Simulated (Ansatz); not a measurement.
Gas-phase electronic energies from Ansatz, PBE0-D4/def2-TZVP geometries. CBS: MP2 limit from def2 TZ/QZ plus the TZ coupled-cluster correction, frozen cores. This one scheme is used for every species. Functionals use def2-TZVPP. Each species was taken in one conformer, which may not be the lowest.

Reaction (cleavage of the Si–B bond): `N[SiH2]B(O)Cl` + `N[SiH](N)F` → `N[SiH2]N[SiH](N)F` + `OBCl`

CCSD(T)/CBS gives -99.9 kJ/mol.

**Question.** Another level gave -91.9 kJ/mol. Which?
A. PBE0-D4/def2-TZVPP
B. PBE-D4/def2-TZVPP
C. r2SCAN-D4/def2-TZVPP
D. PBE/def2-TZVPP

**Answer.** A. PBE0-D4 -91.9, PBE -81.7, r2SCAN-D4 -97.0, PBE-D4 -86.0 kJ/mol.

Largest T1 diagnostic among the species: 0.012.

From PBE to PBE0 (25 % exact exchange), in def2-TZVPP and without D4, ΔE moves by −6.4 kJ/mol. The D4 term adds −6.7 kJ/mol with B3LYP and −3.8 kJ/mol with PBE0; it sums over pairs of atoms, weighted by their polarisabilities, and B3LYP, whose exchange is more repulsive, gets the larger term.

B3LYP here is the variant with VWN-RPA as its local correlation; programs differ in this.
